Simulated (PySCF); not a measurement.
Structure problem from calculated spectra and properties.

Elements present: C, H and P. Monoisotopic mass: 124.0442 u.

| Property | Result |
| --- | --- |
| UV, first state | lowest singlet excitation: 4.17 eV (297 nm, f = 0.003) [TDDFT PBE0/def2-SVPD] |
| Dipole | 2.23 D [PBE0/def2-SVPD] |
| Rotational structure | rotational constants A, B, C: 2.881, 0.733, 0.672 GHz [GFN2-xTB] |
| UV, strongest line | among the 6 lowest singlet transitions: S3 at 4.66 eV (266 nm, f = 0.252) [TDDFT PBE0/def2-SVPD] |
| 13C NMR | chemical shifts (computed TMS as zero) by class: 275.5 (1 C), 123.2 (1 C), 112.4 (1 C), 81.0 (1 C), 24.5 (2 C), 6.6 (1 C) ppm [GIAO PBE0/pcSseg-1] |
| 1H NMR | chemical shifts (computed TMS as zero) by class: 2.15 (3 H), 1.96 (6 H) ppm [GIAO PBE0/pcSseg-1] |
| Polarisability | 121.2 au [PBE0/def2-SVPD] |
| Triplet | lowest triplet excitation (Tamm–Dancoff): 2.71 eV [TDA PBE0/def2-SVPD] |
| NMR, other nuclei | isotropic shieldings of nuclei other than C and H, by class: 319 (1 P) ppm [GIAO PBE0/pcSseg-1] |

Gas-phase values; electronic properties from PySCF, density fitting. Levels stand in brackets. Isolated species at its GFN2-xTB geometry, gas phase. GFN2-xTB frequencies show an imaginary mode (26i cm⁻¹), so this geometry is no minimum at that level. NMR values are class means; diastereotopic atoms form classes of their own.

Question: Which formula fits the mass and the elements?

Answer: C7H9P (calculated 124.0442). No other formula that holds each of these elements comes within 0.0003 u with a fitting electron parity and a possible valence count.

Question: What is the compound? Reason from the data.

Answer: Numbering: `[CH3:1][C:2]#[C:3][P:4]=[C:5]=[C:6]([CH3:7])[CH3:8]`. 7 carbons fall into 6 classes; from least to most shielded: central carbon of cumulated double bonds [C5] (275.5 ppm), outer carbon of cumulated double bonds [C6] (123.2 ppm), alkyne carbon [C2] (112.4 ppm), alkyne carbon [C3] (81.0 ppm), methyl carbon [C7/C8] (24.5 ppm, 2 C), propargylic carbon [C1] (6.6 ppm). Hydrogen classes from least to most shielded: 3 H on a propargylic carbon, C1 (2.15 ppm), 6 H on 2 methyl carbons, C7/C8 (1.96 ppm). The other shieldings belong to: 319 ppm, phosphorus bonded to 2 C [P4]. S1 is mainly HOMO−1→LUMO (weight 0.89); the largest Löwdin shares of the orbital it empties are 0.29 on the phosphorus bonded to 2 C, 0.25 on the central carbon of cumulated double bonds, 0.21 on the outer carbon of cumulated double bonds and 0.08 on an alkyne carbon, of the orbital it fills 0.33 on the phosphorus bonded to 2 C, 0.32 on the central carbon of cumulated double bonds, 0.10 on an alkyne carbon and 0.07 on an alkyne carbon. By its constants the optimised geometry is an asymmetric top. Structure: `CC#CP=C=C(C)C`. Computed isomers that give other values at the same levels: `Cc1ccpcc1C` (13C chemical shifts (computed TMS as zero) by class: 165.1 (1 C), 163.7 (1 C), 147.3 (1 C), 142.9 (1 C), 140.8 (1 C), 27.3 (1 C), 25.7 (1 C) ppm); `CCc1ccccp1` (13C chemical shifts (computed TMS as zero) by class: 189.8 (1 C), 166.5 (1 C), 138.3 (1 C), 135.9 (1 C), 134.6 (1 C), 38.8 (1 C), 26.2 (1 C) ppm); `Cc1cccpc1C` (13C chemical shifts (computed TMS as zero) by class: 177.8 (1 C), 163.7 (1 C), 146.8 (1 C), 137.3 (1 C), 136.9 (1 C), 26.7 (1 C), 25.3 (1 C) ppm). The assignments are read from this structure; whether some other isomer fits the data as well wasn't checked.
